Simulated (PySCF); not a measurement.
Spectrum to structure. Method: TDDFT wB97X-D/def2-SVPD, vertical, gas phase, core orbitals frozen in the response (PySCF). Geometries: PBE0-D3(BJ)/def2-SVP, one conformer each. Relativistic effects are left out although some hold elements past zinc.

```csv
state,E (eV),f,"main configurations (H = HOMO, L = LUMO)"
S1,4.00,0.0001,H→L (94%)
S2,5.92,0.025,"H→L+1 (78%), H→L+2 (11%)"
S3,6.33,0.050,H-1→L (91%)
S4,6.48,0.053,"H→L+2 (81%), H→L+1 (10%)"
S5,6.80,0.049,H→L+3 (88%)
S6,7.39,0.028,"H→L+4 (67%), H-2→L (20%)"
S7,7.47,0.010,"H-2→L (59%), H→L+4 (18%)"
S8,7.75,0.0075,"H→L+5 (52%), H→L+7 (27%), H→L+1 (10%)"
S9,7.90,0.041,"H-1→L+1 (30%), H→L+7 (26%), H→L+6 (14%)"
S10,8.07,0.040,"H-1→L+1 (29%), H-3→L (17%), H→L+5 (17%)"
```

Problem. Which candidate is it? All have the formula C3H5FSe.
A. `F[C@H]1CC[Se]1`
B. `CC(=[Se])CF`
C. `C=C[Se]CF`

Solution. A. Its S1 lies at 4.00 eV; the nearest of the others has S1 at 5.01 eV. S1 is HOMO→LUMO (94%). Löwdin shares by element: HOMO selenium 74%, carbon 17% or more; LUMO selenium 63%, carbon 25% or more. At the same level the other candidates give, for their lowest levels:
- `CC(=[Se])CF`: 2.25 eV (f 0.000); 4.86 eV (f 0.216); 5.92 eV (f 0.001); 6.01 eV (f 0.014); 6.13 eV (f 0.110); T1 1.87 eV; HOMO -8.26, LUMO -0.80 eV
- `C=C[Se]CF`: 5.01 eV (f 0.013); 5.67 eV (f 0.154); 6.23 eV (f 0.037); 6.55 eV (f 0.032); 7.19 eV (f 0.021); T1 3.95 eV; HOMO -8.30, LUMO 1.35 eV
Triplets come from the Tamm–Dancoff approximation.
